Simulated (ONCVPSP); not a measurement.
**Configuration tests for silicon (Si) (ONCV)**

Si, optimised norm-conserving Vanderbilt (ONCV), made with ONCVPSP 4.0.1 (PBEsol, scalar-relativistic). Core [Ne], reference 3s2 3p1 (charge +1). Waves: 3s: rc 1.95 bohr, ncon 4, nbas 8, qcut 2.9 1/bohr, 2 projectors, debl 3.1 Ha; 3p: rc 2.25 bohr, ncon 5, nbas 9, qcut 4.1 1/bohr, 2 projectors, debl 2 Ha. Local part: polynomial inside 1.75 bohr (lpopt 5, dvloc0 0 Ha). Core correction: Teter function, fcfact 2, rcfact 1.4.

Energies are relative to the spin-unpolarised reference configuration 3s2 3p1; without spin polarisation the order of configurations can differ from experiment.

```
valence configuration  charge  ΔE all-electron (eV)  error AE − PS (meV)
              3s2 3p2       0                -7.713                 +1.3
              3s1 3p0      +3                49.863                  -41
              3s0 3p4       0                 6.024                  -32
```

Problem. What are ΔE and the potential's error for 3s2 3p0?

Solution. ΔE = 15.964 eV all-electron; the error (AE − PS) is +2.5 meV.

Levels in the configuration 3s1 3p0:

| level | all-electron (eV) | pseudo (eV) |
| --- | --- | --- |
| 3s | -39.358 | -39.449 |
